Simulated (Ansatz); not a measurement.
Q: Name a neutral molecule of C, F, Sn and H with HOMO–LUMO gap (B3LYP/def2-TZVPP) between 6.40 and 6.70 eV and size of the dipole moment (ωB97M-V/def2-TZVPP) between 2.00 and 2.30 D (Ansatz, PBE0-D4/def2-TZVP geometry).

A: `FC1[CH2][SnH2][CH2]1` (6.63 eV, 2.06 D). Other molecules can fit too; these were computed, each in one conformer that needn't be the lowest.

B3LYP here is the variant with VWN-RPA as its local correlation; programs differ in this.
